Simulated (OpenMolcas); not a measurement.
**Ta4+: moving or changing the point charges**

Ta4+ among 4 point charges of -2 e arranged as a square (D4h), 2.07 Å from the ion.
```
   2.0700    0.0000    0.0000  -2.00
   0.0000    2.0700    0.0000  -2.00
  -2.0700    0.0000    0.0000  -2.00
   0.0000   -2.0700    0.0000  -2.00
```

```json
{
  "Program": "OpenMolcas",
  "Method": "CASSCF",
  "Basis": "ANO-RCC-VDZP [7s6p4d2f1g]",
  "Scalar Hamiltonian": "DKH2, point nucleus",
  "Active space": "1 electron in 5 orbitals (5d)",
  "State averaging": "2S+1 = 2 even, 5 roots",
  "Spin-orbit coupling": "state interaction with AMFI integrals over the reference wave functions"
}
```

Runs around this geometry, states (labels of D4, the rotations of D4h). Energies in cm-1 above the lowest state or level, χT in cm3 K/mol.

```json
{"R (Å)": "2.07", "q (e)": "-1.3", "Ground state": "2A1", "First state of that spin": "2E 6276", "First gap with spin-orbit (degeneracies)": "8145 (2, 2)", "χT at 300 K": "0.106"}
{"R (Å)": "1.96", "q (e)": "-2", "Ground state": "2A1", "First state of that spin": "2E 17833", "First gap with spin-orbit (degeneracies)": "17245 (2, 2)", "χT at 300 K": "0.248"}
{"R (Å)": "2.07", "q (e)": "-2", "Ground state": "2A1", "First state of that spin": "2E 14209", "First gap with spin-orbit (degeneracies)": "13958 (2, 2)", "χT at 300 K": "0.203"}
{"R (Å)": "2.29", "q (e)": "-2", "Ground state": "2A1", "First state of that spin": "2E 9303", "First gap with spin-orbit (degeneracies)": "10050 (2, 2)", "χT at 300 K": "0.129"}
```

Taking the first state of the same spin as R^-n, n = -ln(9303 / 17833) / ln(2.29 / 1.96) = 4.2 between the shortest and longest distance.

Scaling the charges by -1.3 / -2 = 0.65 scales the first state of the same spin by 6276 / 14209 = 0.44; with fixed orbitals a first-order splitting would follow the charge.

Point charges carry no covalency, so the field is a model and not that of real ligands. No measured value stands beside these numbers.
